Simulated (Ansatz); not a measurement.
Rb3H3⁻, relaxed as a doublet with UKS PBE0-D4/def2-TZVPD in Ansatz, starting from the GFN1-xTB geometry. Force threshold 0.02 eV/Å.

In the def2 sets Rb takes a core potential; there is no spin–orbit coupling. The highest occupied level of the charge -1 doublet lies above zero (up to 0.63 eV). The electron is either unbound and held by the finite basis, or the level is raised by self-interaction error. Another isomer (quartet) lies 1.82 eV lower at PBE0-D4/def2-TZVPD; other spin states weren't run for this one.

Start:

```xyz
6

Rb    2.092    0.988   -0.282
Rb   -0.593   -1.567   -1.601
Rb   -1.705    1.417    0.688
H    -2.194   -1.043    0.292
H     1.778   -1.477   -0.751
H     0.621    1.683    1.654
```

Estimate the energy that the relaxation releases and the steps that it takes.

5.8 kcal/mol, in 6 steps; 13 s on 4 threads of Arm Neoverse V2 on a shared host. The force fell under the threshold at step 5, but the optimiser went on and released 0.002 eV more. No frequencies were taken in this run, so the end may be a saddle point.

Does the start keep its bonding and symmetry?

By distances, no bond broke or formed. The bond that changes most is Rb2–H5, from 2.52 to 2.66 Å (atoms count from 1). Point group Cs at the start, C3v at the end, both within 0.05 Å; within 0.015 Å the end is Cs.

Predict the relaxed structure.


```xyz
6

Rb    2.3969    0.9854   -0.1282
Rb   -0.6405   -1.9263   -1.6279
Rb   -1.9000    1.4754    0.9816
H    -2.3886   -0.9932    0.1395
H     1.8951   -1.4756   -0.9807
H     0.6370    1.9344    1.6158
```
Bond lengths (bridged metal pairs left out): 6 × H–Rb 2.65 to 2.66 Å.
